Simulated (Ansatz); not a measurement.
Coupled-cluster diagnostics for Al6Ir⁺, Ansatz.

Geometry of the singlet (PBE-D4/def2-SVP):

```
atom   x (Å)   y (Å)   z (Å)
 Ir1  -0.327   0.445   1.222
 Al2  -0.448  -0.932  -0.856
 Al3  -0.271   1.964  -0.800
 Al4  -0.074  -1.960   1.662
 Al5   1.961  -0.501   0.727
 Al6   1.635   0.256  -2.015
 Al7  -2.476   0.729   0.060
```

In the def2 sets Ir takes a core potential; there is no spin–orbit coupling. Correlated methods freeze 30 core orbitals; core or outer-core shells of Ir are correlated, in sets that lack core-valence functions. Another isomer (singlet) lies 0.21 eV lower at PBE0-D4/def2-TZVP; other spin states weren't run for this one.

Question: Estimate the CCSD(T) correlation energy, the shares of MP2 and (T), T1 and the reference's ⟨S²⟩ for: charge 1, singlet, own geometry in def2-SVP; and the rough time on 4 threads of Arm Neoverse V1 on a shared host.

Answer: 
```tsv
state	basis	correlation (eV)	MP2 share (%)	(T) share (%)	T1	⟨S²⟩ (pure)	wall time	remarks
charge 1, singlet, own geometry	def2-SVP	-24.432	104.9	8.6	0.037	0.00 (0.00)	25 s	restricted SCF unstable
```
Customary marks for T1 are 0.02 (closed shells), 0.045 (open shells) and about 0.05 (3d metals). T1 exceeds 0.02 in 1 of 1 rows and 0.045 in 0; the higher it lies, the less the single-reference result can be trusted.
